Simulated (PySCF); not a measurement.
**Polarisability of hexafluoroarsenate anion**

Hexafluoroarsenate anion, AsF₆ (charge -1).
Cartesian coordinates in Å at the PBE0-D3(BJ)/def2-SVP level; atoms count from 1:
```
atom  x, y, z in Å
F1     1.4680    0.6835   -0.7628
As2    0.0048   -0.0042   -0.1016
F3     0.9469   -1.2473    0.6838
F4     0.1668    1.0106    1.3107
F5    -1.4575   -0.6924    0.5603
F6    -0.1578   -1.0186   -1.5141
F7    -0.9368    1.2391   -0.8868
```

Level: B3LYP/def2-SVPD (PySCF), static field, nuclei fixed, core orbitals frozen in the response. The polarisability tensor in these axes (au):

```
x   39.18  0.00  0.00
y    0.00 39.16  0.01
z    0.00  0.01 39.17
```

Q: Diagonalise the tensor; give its mean and Δα, where Δα² is half the sum of the squared differences of the eigenvalues.

A: Principal values 39.16, 39.17 and 39.18 au; mean 39.17 au = 5.80 Å³ = 6.46 × 10⁻⁴⁰ C²·m²/J; Δα = 0.02 au (0 % of the mean). Point group Oh makes the tensor isotropic, so any spread comes from the grid or from a geometry that is symmetric only within 0.08 Å.

Q: Sum over states: ᾱ = Σ f/ω², ω in Eh. What share falls to these 10 lowest TDDFT singlets (eV, f)? 7.75, 0.0000; 7.75, 0.0000; 7.75, 0.0000; 8.47, 0.0000; 8.47, 0.0000; 8.47, 0.0000; 8.78, 0.1247; 8.78, 0.1249; 8.79, 0.1250; 9.79, 0.0000.

A: They add up to 3.59 au, 9.2 % of the 39.17 au; the largest single term is 1.20 au, from the state at 8.79 eV. Terms in order: 0.00, 0.00, 0.00, 0.00, 0.00, 0.00, 1.20, 1.20, 1.20, 0.00 au. Higher excitations give the rest. The strengths listed sum to 0.375.

Geometry: PBE0-D3(BJ)/def2-SVP; no solvent, vibrations or thermal averaging. The calculation is non-relativistic, for arsenic too.
